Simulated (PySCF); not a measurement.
C2H7BFNS. Atoms are numbered in the order given.

```xyz
13

B      0.3060     0.1321    -0.4283
F      1.2012    -0.2763    -1.3400
N     -0.1242    -0.7780     0.5511
C     -0.9947    -0.4696     1.6546
C      0.2746    -2.1667     0.4859
H     -2.0083    -0.8896     1.5169
H     -0.5890    -0.8869     2.5926
H     -1.0833     0.6150     1.7960
H      0.8226    -2.4653     1.3974
H     -0.6049    -2.8289     0.3926
H      0.9264    -2.3339    -0.3794
S     -0.2109     1.8759    -0.6285
H     -1.2395     1.8649     0.2404
```
Charge 0, spin multiplicity 1.

Geometry: PBE0-D3(BJ)/def2-SVP. The structure was generated by enumeration, and PubChem lists no compound with its InChIKey, so it may never have been made. Other conformers were not sampled.

Vertical ionisation energy (IE) and electron affinity (EA) in eV. Rows of orbital energies are one-electron estimates. Where ΔSCF, EOM or ADC give a negative EA the extra electron is unbound and the value depends on the basis.

```csv
level,IE,EA
"−ε(HOMO), −ε(LUMO), B3LYP/def2-TZVP (PySCF)",6.75,-0.14
"−ε(HOMO), −ε(LUMO), PBE/def2-TZVP (PySCF)",___,___
```

Task: Complete the blanks. (An estimate is asked for; the answer gives what the named calculation found.)

Result: 
- −ε(HOMO), −ε(LUMO), PBE/def2-TZVP (PySCF), IE: 5.72
- −ε(HOMO), −ε(LUMO), PBE/def2-TZVP (PySCF), EA: 0.45
